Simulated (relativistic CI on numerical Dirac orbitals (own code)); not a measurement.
## Mo4+: 4d valence photoemission

Computed with this model: Dirac-Coulomb-Breit CI, orbitals from a KLI potential per configuration, QED by a radiative potential, valence Slater integrals scaled by 0.8, multiplet model of photoemission in the sudden approximation; configurations [Kr] 4d2 → [Kr] 4d; 300 K; Lorentzian 0.3 eV and Gaussian 0.5 eV FWHM. Energies are those of the free ion, without screening or charge transfer. The energies are binding energies and can lie tens of eV above those of solids. S is read from ⟨S²⟩ = S(S + 1).

Field parameters in Wybourne normalisation: D3d B²₀ = −7Dσ, B⁴₀ = −14Dq − 21Dτ, B⁴₃ = −14√(10/7) Dq; D4h B²₀ = −7Ds, B⁴₀ = 21(Dq − Dt), B⁴₄ = 21√(5/14) Dq. The field is a parameter set, without covalency.

Computed curve for D3d, 10Dq = 22050, Dσ = 580, Dτ = -170 cm⁻¹, scaled to 100 at the maximum (points under 2 are left out and the grid is thinned):

```json
{"Energy (eV)": "52.6", "Intensity": "2.0"}
{"Energy (eV)": "52.7", "Intensity": "2.4"}
{"Energy (eV)": "52.8", "Intensity": "2.8"}
{"Energy (eV)": "52.9", "Intensity": "3.3"}
{"Energy (eV)": "53.0", "Intensity": "4.0"}
{"Energy (eV)": "53.1", "Intensity": "5.0"}
{"Energy (eV)": "53.2", "Intensity": "6.5"}
{"Energy (eV)": "53.3", "Intensity": "8.8"}
{"Energy (eV)": "53.4", "Intensity": "12.5"}
{"Energy (eV)": "53.5", "Intensity": "18.6"}
{"Energy (eV)": "53.6", "Intensity": "28.5"}
{"Energy (eV)": "53.7", "Intensity": "42.9"}
{"Energy (eV)": "53.8", "Intensity": "61.3"}
{"Energy (eV)": "53.9", "Intensity": "80.5"}
{"Energy (eV)": "54.0", "Intensity": "95.1"}
{"Energy (eV)": "54.1", "Intensity": "100.0"}
{"Energy (eV)": "54.2", "Intensity": "93.6"}
{"Energy (eV)": "54.3", "Intensity": "78.3"}
{"Energy (eV)": "54.4", "Intensity": "59.5"}
{"Energy (eV)": "54.5", "Intensity": "41.8"}
{"Energy (eV)": "54.6", "Intensity": "28.0"}
{"Energy (eV)": "54.7", "Intensity": "18.5"}
{"Energy (eV)": "54.8", "Intensity": "12.5"}
{"Energy (eV)": "54.9", "Intensity": "8.8"}
{"Energy (eV)": "55.0", "Intensity": "6.5"}
{"Energy (eV)": "55.1", "Intensity": "5.0"}
{"Energy (eV)": "55.2", "Intensity": "4.0"}
{"Energy (eV)": "55.3", "Intensity": "3.3"}
{"Energy (eV)": "55.4", "Intensity": "2.8"}
{"Energy (eV)": "55.5", "Intensity": "2.4"}
{"Energy (eV)": "55.6", "Intensity": "2.0"}
```

The ground state has S = 1.00, and the centroid lies at 54.12 eV.
